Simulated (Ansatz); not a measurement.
Single points on the cluster Mg₂O₂.

```yaml
crystal:
  periodic: [false, false, false]
  atoms:
    - {symbol: Mg, position_ang: [-1.182290, -0.158983, 0.002801]}
    - {symbol: Mg, position_ang: [1.183009, 0.158439, -0.004047]}
    - {symbol: O, position_ang: [0.188730, -1.411636, 0.026849]}
    - {symbol: O, position_ang: [-0.189449, 1.412171, -0.025614]}
basis:
  gaussian: {orbitals: def2-TZVP, initial_orbitals: start.molden}
hamiltonian: {xc: {name: r2SCANh}, dispersion: d4}
scf: {omitted_lower_state_checks: [starts]}
output: {orbitals: {seedname: orbitals}}
```

The file start.molden holds the orbitals of an earlier run on this structure, at another level or in another basis.

```sh
$ ansatz run in.yaml --threads 4 --pin off --events-out ev --progress --plain --max-ram 3916MiB
```

Output, abridged:

```
Functional definition: r2SCANh
878 factors; their error is unknown
mean field evaluation 1: about -14981.8715 eV, gradient 4.1e0 eV
mean field evaluation 2: about -14981.8881 eV, gradient 2.7e-2 eV
mean field evaluation 4: about -14981.9060 eV, gradient 5.1e-5 eV
mean field -14981.90595419 eV, -550.5748887161 hartree, gradient 1.6e-5 eV, S^2 0.000000; 0 other end points of the search recorded, 0 dependent functions left out
reference -14981.90596892 eV, -550.5748892571 hartree; 20, 20 occupied and 106, 106 virtual orbitals, 878 factors
Total energy: -14981.92285221 eV, -550.5755097065 hartree
Checks for a lower state left out: starts
```

Hardware: 4 threads of Arm Neoverse V2 on a shared host. Wall time 1.6 s.

First input, but with `hamiltonian: {xc: r2scan, dispersion: d4}` (abridged; 1.7 s):

```
Functional definition: r2SCAN
mean field -14982.42973347 eV, -550.5941372495 hartree, gradient 2.1e-5 eV, S^2 0.000000
Total energy: -14982.44516624 eV, -550.5947043932 hartree
Checks for a lower state left out: starts
```

The first input with `hamiltonian: {xc: pbe, dispersion: d4}` (abridged; 0.81 s):

```
Functional definition: PBE
mean field -14974.91880532 eV, -550.3181157311 hartree, gradient 2.2e-5 eV, S^2 0.000000
Total energy: -14974.99397395 eV, -550.3208781273 hartree
Checks for a lower state left out: starts
```

First input, but with `gaussian: {orbitals: def2-SVP, initial_orbitals: start.molden}`, `hamiltonian: {xc: pbe0, dispersion: d4}` (abridged; 0.96 s):

```
Functional definition: PBE0
mean field -14966.29566148 eV, -550.0012210397 hartree, gradient 1.6e-5 eV, S^2 0.000000
Total energy: -14966.35823026 eV, -550.0035204001 hartree
Checks for a lower state left out: starts
```

First input, but with `correlation: {method: mp2}` and without the key `hamiltonian` (abridged; 1.1 s):

```
Functional definition: HF
mean field -14939.63768573 eV, -549.0215585006 hartree, gradient 6.3e-6 eV, S^2 0.000000
4 core orbitals not correlated: weight in the atoms' cores, before any rotation towards them, 1.000 or more for the frozen orbitals, at most 0.000 for the correlated occupied ones
second order -24.40163658 eV of doubles, -0.00000000 eV of singles
Total energy: -14964.03932232 eV, -549.9183021050 hartree
Checks for a lower state left out: starts
```

As the first input, with `gaussian: {orbitals: def2-TZVPP, initial_orbitals: start.molden}`, `correlation: {method: ccsd_t}` and without the key `hamiltonian` (abridged; 13 s):

```
Functional definition: HF
mean field -14939.63768573 eV, -549.0215585006 hartree, gradient 6.3e-6 eV, S^2 0.000000
4 core orbitals not correlated: weight in the atoms' cores, before any rotation towards them, 1.000 or more for the frozen orbitals, at most 0.000 for the correlated occupied ones
second order -24.40163658 eV of doubles, -0.00000000 eV of singles
cycle   1  -23.47710562 eV  change    9.2e-1 eV  update   1.6e-1
cycle   2  -24.04241059 eV  change   -5.7e-1 eV  update   7.6e-2
cycle   3  -24.20736638 eV  change   -1.6e-1 eV  update   3.1e-2
cycle   4  -24.21506433 eV  change   -7.7e-3 eV  update   1.3e-2
cycle   5  -24.19910317 eV  change    1.6e-2 eV  update   5.4e-3
cycle   6  -24.19865579 eV  change    4.5e-4 eV  update   2.5e-3
cycle   7  -24.19957184 eV  change   -9.2e-4 eV  update   1.1e-3
cycle   8  -24.19906363 eV  change    5.1e-4 eV  update   5.6e-4
cycle   9  -24.19914239 eV  change   -7.9e-5 eV  update   2.2e-4
cycle  10  -24.19947545 eV  change   -3.3e-4 eV  update   1.1e-4
cycle  11  -24.19928219 eV  change    1.9e-4 eV  update   5.3e-5
cycle  12  -24.19925536 eV  change    2.7e-5 eV  update   2.2e-5
perturbative correction -0.79303872 eV, -0.0291436355 hartree
Total energy: -14964.62997982 eV, -549.9400083678 hartree
Checks for a lower state left out: starts
```

As the first input, with `hamiltonian: {xc: {text: "exchange = 0.65*pbe_x + 0.35*exact_x\ncorrelation = pbe_c"}}` (abridged; 1 s):

```
Functional definition: unnamed
mean field -14975.64267345 eV, -550.3447173942 hartree, gradient 1.0e-5 eV, S^2 0.000000
Total energy: -14975.64270610 eV, -550.3447185939 hartree
Checks for a lower state left out: starts
```

Geometry: PBE0-D4/def2-TZVP.

Correlated methods freeze 4 core orbitals; core or outer-core shells of Mg are correlated, in sets that lack core-valence functions. The structure comes from a short search, and lower isomers may exist.
